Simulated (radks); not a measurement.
Neutral gallium inside a hard spherical wall (all orbitals vanish at R), configuration held at [Ar] 3d10 4s2 4p1 and not refilled when levels cross. Method: scalar-relativistic Kohn-Sham, PBEsol, spin-polarised, spherical densities, point nucleus; open shells are filled with parallel spins first; computed with a radial shooting solver on a logarithmic mesh with Libxc functionals. Eigenvalues in eV for spin up, with the zero of energy where the potential of the charges vanishes at infinity; a dash marks a level that is unbound or too diffuse for the functional's potential to be trusted. A positive occupied level is held by the wall or, in an anion where self-interaction has pushed it up, behind a barrier. The pressure on the wall is -dE/dV.

R (bohr)  E (hartree)  kinetic (hartree)    e(3p)    e(3d)   e(4s)   e(4p)  e(5s, empty)  e(5p, empty)  pressure (GPa)
free      -1942.46622           1975.294  -98.613  -19.116  -9.234  -2.872             -             -               0
20        -1942.46622           1975.294  -98.613  -19.116  -9.234  -2.872        -0.403         0.292        < 0.0001
15        -1942.46621           1975.294  -98.612  -19.114  -9.232  -2.870        -0.287         0.680        < 0.0001
12        -1942.46609           1975.295  -98.595  -19.097  -9.219  -2.857         0.029         1.421         0.00181
7         -1942.45468           1975.359  -98.007  -18.518  -8.796  -2.266         4.102         7.985           0.536
5         -1942.37129           1975.739  -96.071  -16.628  -7.219   0.154        14.867        21.673            10.2
4         -1942.14728           1976.606  -93.141  -13.797  -4.142   4.582        31.649        41.100            59.9
3.5       -1941.84541           1977.677  -90.373  -11.130  -0.601   9.378        48.475        59.808             164
2.5       -1939.55525           1985.164  -77.319    1.756  21.641  36.864        134.14        150.68            1910
2         -1934.87082           1999.793  -60.090   19.890  60.696  81.282        255.62        274.30            9380
